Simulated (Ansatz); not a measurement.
`[F][InH][F]` and `C[CH2][In]([F])[F]` differ in one atom or group.

Ansatz, PBE0-D4/def2-TZVP geometries, multiplicity 1. Each molecule was computed in one conformer, which needn't be the lowest.

Elements past krypton have def2 core potentials.

```tsv
property	`[F][InH][F]`
size of the dipole moment (B3LYP/def2-TZVPP) / D	3.53
size of the dipole moment (PBE/def2-TZVPP) / D	3.31
HOMO–LUMO gap (ωB97M-V/def2-TZVPP) / eV	12.03
ideal-gas entropy at 298 K and 1 bar (rigid rotor, harmonic PBE0-D4/def2-TZVP) / J/(mol·K)	292
HOMO energy (ωB97M-V/def2-TZVPP) / eV	-12.30
LUMO energy (B3LYP/def2-TZVPP) / eV	-2.25
```

Task: What does the change do to each property? (An estimate is asked.)

Result: Computed: 
| property | `C[CH2][In]([F])[F]` | shift |
| --- | --- | --- |
| size of the dipole moment (B3LYP/def2-TZVPP) / D | 5.06 | 1.53 |
| size of the dipole moment (PBE/def2-TZVPP) / D | 4.87 | 1.56 |
| HOMO–LUMO gap (ωB97M-V/def2-TZVPP) / eV | 10.97 | -1.06 |
| ideal-gas entropy at 298 K and 1 bar (rigid rotor, harmonic PBE0-D4/def2-TZVP) / J/(mol·K) | 385 | 93 |
| HOMO energy (ωB97M-V/def2-TZVPP) / eV | -10.80 | 1.50 |
| LUMO energy (B3LYP/def2-TZVPP) / eV | -1.99 | 0.26 |

With PBE0 the HOMO rises by 1.33 eV and the LUMO rises by 0.22 eV, so the gap narrows by about 1.11 eV. PBE moves the HOMO by 0.92 eV and ωB97M-V by 1.50 eV. The zero-point energy changes by 154.5 kJ/mol with +18 modes. Dipoles are sizes alone; their direction can turn. Modes under 60 cm⁻¹, often nearly free rotors, make the harmonic entropy too high.

B3LYP here is the variant with VWN-RPA as its local correlation; programs differ in this.
